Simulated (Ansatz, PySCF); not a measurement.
A series of Si-Si bond dissociation energy values:

A. [SiH3][SiH2][SiH2][SiH3] → 2 [SiH2][SiH3]
B. C[SiH](C)[SiH2]Cl -> [SiH2]Cl + C[SiH]C
C. Cl[SiH2][SiH2]Cl → 2 [SiH2]Cl
D. C[SiH](C)[SiH3] → [SiH3] (SiH3) + C[SiH]C

Quantity: bond dissociation energy (enthalpy at 298 K, with B3LYP-D3(BJ) rigid-rotor harmonic-oscillator terms), kcal/mol. Structures are relaxed separately at B3LYP-D3(BJ)/def2-TZVP in Ansatz (an electronic-structure program), one conformer each, not searched for the lowest. Frequencies are from Ansatz or PySCF. Cores are frozen in the correlated levels unless marked. UHF or UKS for open shells. No spin-orbit coupling. Non-relativistic. CBS marks a two-point X^-3 extrapolation of the correlation energy; Hartree-Fock from the larger set. The bracket is a focal-point correction in the basis named.

```tsv
	B2GP-PLYP-D4/def2-TZVPD (Ansatz + dftd4)	B2PLYP-D4/def2-TZVPD (Ansatz + dftd4)	CCSD/6-31G (Ansatz)	RI-MP2/CBS(cc-pV(T+d)Z,cc-pV(Q+d)Z)+[CCSD(T)-MP2]/cc-pV(T+d)Z (Ansatz)
A	71.5	71.1	57.5	[?]
B	76.1	75.6	62.1	[?]
C	73.4	72.9	58.4	[?]
D	75.1	74.8	59.7	[?]
```

Q: Fill in the missing entries.

A: 
- A, RI-MP2/CBS(cc-pV(T+d)Z,cc-pV(Q+d)Z)+[CCSD(T)-MP2]/cc-pV(T+d)Z (Ansatz): 74.4
- B, RI-MP2/CBS(cc-pV(T+d)Z,cc-pV(Q+d)Z)+[CCSD(T)-MP2]/cc-pV(T+d)Z (Ansatz): 79.5
- C, RI-MP2/CBS(cc-pV(T+d)Z,cc-pV(Q+d)Z)+[CCSD(T)-MP2]/cc-pV(T+d)Z (Ansatz): 77.1
- D, RI-MP2/CBS(cc-pV(T+d)Z,cc-pV(Q+d)Z)+[CCSD(T)-MP2]/cc-pV(T+d)Z (Ansatz): 78.3
